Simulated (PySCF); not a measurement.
AuSCl at several levels of theory

All levels use the PBE0 minimum (triplet; Au–Cl 2.252 Å, Au–S 2.180 Å; Cl–Au–S 180.0°), basis [Au def2-SVP with ECP60, S def2-SVP, Cl def2-SVP], scalar-relativistic core potentials, density fitting, no spin–orbit coupling, PySCF. For vertical energies the ionised species is a doublet (spins chosen at PBE0 and kept) and the electron-attached one a doublet. Atomisation goes to high-spin ground-configuration atoms, without zero-point energy. Open shells are unrestricted, also as the reference of the correlated levels. A dash marks a value that was not computed or is not defined at that level.

```json
{"level": "PBE0", "atomisation (kJ/mol)": "512", "vertical IP (eV)": "10.27", "vertical EA (eV)": "3.15", "−ε(HOMO) (eV)": "8.28", "dipole (D)": "2.96"}
{"level": "HF", "atomisation (kJ/mol)": "240", "vertical IP (eV)": "8.83", "vertical EA (eV)": "2.53", "−ε(HOMO) (eV)": "10.50", "dipole (D)": "6.08"}
{"level": "MP2", "atomisation (kJ/mol)": "–", "vertical IP (eV)": "9.94", "vertical EA (eV)": "2.97", "−ε(HOMO) (eV)": "–", "dipole (D)": "–"}
{"level": "PBE", "atomisation (kJ/mol)": "579", "vertical IP (eV)": "10.17", "vertical EA (eV)": "2.83", "−ε(HOMO) (eV)": "7.01", "dipole (D)": "1.68"}
{"level": "B3LYP", "atomisation (kJ/mol)": "489", "vertical IP (eV)": "10.24", "vertical EA (eV)": "3.06", "−ε(HOMO) (eV)": "8.00", "dipole (D)": "2.56"}
{"level": "r2SCAN", "atomisation (kJ/mol)": "–", "vertical IP (eV)": "10.36", "vertical EA (eV)": "3.01", "−ε(HOMO) (eV)": "7.40", "dipole (D)": "2.21"}
{"level": "TPSSh", "atomisation (kJ/mol)": "533", "vertical IP (eV)": "10.27", "vertical EA (eV)": "3.01", "−ε(HOMO) (eV)": "7.66", "dipole (D)": "2.34"}
{"level": "MN15", "atomisation (kJ/mol)": "–", "vertical IP (eV)": "10.28", "vertical EA (eV)": "3.30", "−ε(HOMO) (eV)": "8.80", "dipole (D)": "3.34"}
{"level": "CAM-B3LYP", "atomisation (kJ/mol)": "481", "vertical IP (eV)": "10.19", "vertical EA (eV)": "3.23", "−ε(HOMO) (eV)": "9.37", "dipole (D)": "3.57"}
```

Spin contamination in at least one species weakens the values at: PBE0, HF, MP2, PBE, B3LYP, r2SCAN, TPSSh, MN15, CAM-B3LYP.

Without diffuse functions attachment energies tend to come out too low.

With open d or f shells other occupations or spin states may lie lower. With an element this heavy the missing spin–orbit coupling can shift these numbers.
